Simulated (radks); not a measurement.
Values are calculated unless marked as measured or tabulated.
Q: Species: Ni+. Configuration: [Ar] 3d9. Code: a radial shooting solver on a logarithmic mesh with Libxc functionals. Model: scalar-relativistic Kohn-Sham, Slater X-alpha with alpha = 0.953, spin-polarised, spherical densities, point nucleus; open shells are filled with parallel spins first. Some entries of the table are withheld. Estimate them.

orbital,occ.,eigenvalue (eV),r(max) (bohr)
1s up,1,-8290.923,0.03534
1s down,1,-8290.918,0.03534
2s up,1,-1004.122,0.2035
2s down,1,-1003.181,0.2034
2p up,3,-870.1564,(1)
2p down,3,-869.4381,(2)
3s up,1,(3),0.6356
3s down,1,(4),0.6359
3p up,3,-80.6859,0.6413
3p down,3,-78.9405,0.6419
3d up,5,-17.3078,0.6229
3d down,4,-15.7475,0.6260

A: 
(1) 2p up r(max) (bohr): 0.1634
(2) 2p down r(max) (bohr): 0.1634
(3) 3s up eigenvalue (eV): -120.1886
(4) 3s down eigenvalue (eV): -118.3995
